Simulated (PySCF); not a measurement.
Gas-phase reaction: 2 NaCl + 2 F₂ + 2 AlF₂ ⇌ 2 NaAlF₄ + Cl₂

Computed with PySCF and rigid-rotor harmonic-oscillator thermochemistry at 1 bar. 'Table' is the NASA 1993 thermochemical table (part measured, part estimated). After a fit of one offset per element over all species, the range-separated, M06-2X, PBE0/def2-QZVP and CCSD(T)/def2-TZVPP enthalpies, where run, lie to one side of the table for AlF₂ (+60 kJ/mol): a fault of the table's entry, another state or a shared error of the levels is possible; this was not checked at source. S°(298 K) at PBE0/def2-TZVP differs from the NASA 1993 table for NaAlF₄ (+8 J/mol/K); whether the harmonic model or the table's entry is off was not settled. † marks an energy on the PBE0/def2-TZVP geometry and frequencies; other levels use their own. MP2 freezes the core. Open shells (unrestricted): AlF₂ (multiplicity 2); the rest are closed-shell singlets. For Na the outer core is correlated in a valence basis, which is rough. For this reaction the table lies outside the span of B3LYP, CCSD(T), M06-2X, MP2, PBE0, r2SCAN, ωB97M-V, ωB97X-V in their largest bases here; which side is off was not settled. MP2 isn't extrapolated to the basis-set limit; its ΔH°(298 K) is -2105.1 kJ in def2-SVP and -2068.7 kJ in def2-TZVPP. The harmonic model lacks anharmonicity and excited electronic states, which grow with temperature; levels with a mode under 35 cm⁻¹ are left out. Soft modes under 120 cm⁻¹ make the harmonic entropy rough for NaAlF₄. The table's entry may be an old estimate for AlF₂, NaAlF₄ (not checked at source).

```
level               ΔH°(298 K), kJ  minus table  ΔG°(600 K), kJ
------------------  --------------  -----------  --------------
table                      -1930.0            -         -1644.3
MP2/def2-SVP†              -2105.1       -175.1         -1829.4
PBE/def2-SVP               -1909.5         20.5         -1632.3
PBE/def2-TZVP†             -1878.0         52.0         -1602.3
PBE0/def2-QZVP†            -1964.7        -34.7         -1689.0
PBE0/def2-SVP†             -1989.4        -59.4         -1713.7
LDA/def2-TZVP†             -2017.6        -87.6         -1741.9
ωB97X-V/def2-TZVP†         -2002.5        -72.5         -1726.8
```
